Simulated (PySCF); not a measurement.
CHO, SMILES [C][OH+] (connectivity only; charge and spin as stated), charge +1, multiplicity 1. Atoms are numbered in the order given.

```xyz
3

H      0.0000     0.0000    -1.3885
O      0.0000     0.0000    -0.3945
C      0.0000     0.0000     0.7575
```
Charge +1, spin multiplicity 1.

The structure is a stationary point at PBE0-D3(BJ)/def2-TZVPD.

Two levels are set side by side: PBE/pcSseg-2 (PySCF) and B3LYP/pcSseg-2 (PySCF). GIAO shifts against H2O (¹⁷O), TMS (¹H), TMS (¹³C) at the same level; non-relativistic, no solvent, atoms listed together averaged. Differences are taken from unrounded values.

```json
[
 {"quantity": "δ(¹H) of H1 (ppm)", "B3LYP": "10.99"},
 {"quantity": "δ(¹⁷O) of O2 (ppm)", "B3LYP": "247.3"},
 {"quantity": "δ(¹³C) of C3 (ppm)", "B3LYP": "207.2"}
]
```

Task: What does PBE give, and how far is it from B3LYP? (The exact figures need the calculation; the answer reports its results.)

Result: 
| quantity | PBE | PBE minus B3LYP |
|---|---|---|
| δ(¹H) of H1 (ppm) | 10.72 | -0.28 |
| δ(¹⁷O) of O2 (ppm) | 248.2 | 0.9 |
| δ(¹³C) of C3 (ppm) | 199.3 | -7.9 |

Rough cost on one machine, each run with all the roots and properties that it gave: B3LYP against PBE within a factor of 2.
